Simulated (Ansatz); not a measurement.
```yaml
crystal:
  periodic: [false, false, false]
  atoms:
    - {symbol: O, position_ang: [0.148079, -1.892161, 0.231932]}
    - {symbol: W, position_ang: [0.053809, -0.018138, 0.057741]}
    - {symbol: O, position_ang: [1.000617, 0.466880, 1.638057]}
    - {symbol: O, position_ang: [1.542640, -0.129097, -0.853105]}
    - {symbol: O, position_ang: [-0.931353, 0.058160, -1.482201]}
    - {symbol: Cl, position_ang: [-1.971081, -0.381965, 1.269964]}
    - {symbol: Cl, position_ang: [-0.457459, 2.358555, 0.053443]}
    - {symbol: H, position_ang: [-0.533310, -2.446734, 0.705043]}
    - {symbol: H, position_ang: [1.041203, 1.321980, 1.956310]}
    - {symbol: H, position_ang: [1.610413, -0.228452, -1.793188]}
    - {symbol: H, position_ang: [-1.387791, 0.857520, -1.796194]}
basis:
  gaussian: {orbitals: def2-SVPD, fitting: {mean_field: cc-pVTZ-jkfit}}
magnetization: {spin_polarized: true, initial_magnetization: 0}
hamiltonian: {xc: {name: HF}}
correlation: {method: mp2, frozen_orbitals: {O: 0}}
```

```sh
$ ansatz run in.yaml --threads 2 --pin off --events-out ev --progress --plain --max-ram 31744MiB --backend cpu
```

Question: How does Ansatz answer? (An estimate is asked.)

Answer: Ansatz gave: The input was rejected before any iteration.
```
Functional definition: HF
Error: "frozen_orbitals" has no count for W
```
